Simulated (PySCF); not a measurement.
C4H4BrCl, SMILES BrC=C=CCCl.

Geometry optimised at PBE-D3(BJ)/def2-SVP. The structure was generated by enumeration; whether it is a known compound was not checked. The values are those of a single conformer.

Method: PBE-D3(BJ)/def2-SVP (PySCF).

Frequencies are harmonic and unscaled.

```
mode  ν (cm⁻¹)  IR (km/mol)  moving atoms (share of kinetic energy)
----  --------  -----------  --------------------------------------
1           49          1.6                 C 47 %, Cl 35 %, H 12 %
2           72          0.7                C 55 %, Br 21 %, Cl 17 %
3          129          0.4                C 42 %, Cl 31 %, Br 23 %
4          228          4.2                          C 63 %, H 30 %
5          360         14.7                 C 61 %, H 20 %, Cl 18 %
6          422          6.7                         C 79 %, Br 15 %
7          503          7.3                          C 74 %, H 18 %
8          659         54.3                          C 78 %, H 16 %
9          676         37.8                 C 55 %, H 34 %, Cl 11 %
10         726         42.5                  C 55 %, H 36 %, Cl 9 %
11         832         12.3                          H 78 %, C 22 %
12         872         10.9                          H 56 %, C 43 %
13        1004          0.4                          C 64 %, H 36 %
14        1095          2.5                          H 84 %, C 16 %
15        1126          1.5                          H 76 %, C 24 %
16        1169         72.4                          H 79 %, C 21 %
17        1212         14.2                          H 82 %, C 18 %
18        1371         18.1                          C 60 %, H 40 %
19        1403         10.8                          H 78 %, C 22 %
20        2010          8.5                                  C 99 %
21        3010          7.7                                  H 95 %
22        3064          0.4                           H 92 %, C 8 %
23        3092          1.6                          H 90 %, C 10 %
24        3130          6.0                           H 91 %, C 9 %
```
